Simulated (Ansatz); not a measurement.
Molecule: sum formula SiNH₂F₂, charge 0, multiplicity 2. It need not be the lowest isomer of its formula. SMILES: F[Si](N)F
Coordinates optimised at B3LYP-D3(BJ)/def2-TZVP (Ansatz, a first-principles code):
```
N
H 1 1.0097
H 1 1.0097 2 111.44
Si 1 1.7105 2 119.54 3 146.25
F 4 1.6015 1 107.05 2 166.59
F 4 1.6015 5 108.96 1 115.45
```
Charge 0, spin multiplicity 2.

Computed values are from Ansatz. Correlated levels leave the core frozen unless marked. UHF or UKS for open shells. Spin-orbit coupling is left out. No relativistic terms. CBS(X,Y): correlation extrapolated as X^-3; Hartree-Fock from the larger set.

| Property | Value |
|---|---|
| atomisation energy De | 2290.1 kJ/mol at CCSD(T)/CBS(aug-cc-pV(T+d)Z,aug-cc-pV(Q+d)Z) |
| total energy | -544.6734 Eh at CCSD(T)/CBS(aug-cc-pV(T+d)Z,aug-cc-pV(Q+d)Z) |
| dipole moment | 2.83 D at CCSD(T)/aug-cc-pV(D+d)Z |
| T1 diagnostic | 0.014 at CCSD/aug-cc-pV(Q+d)Z |
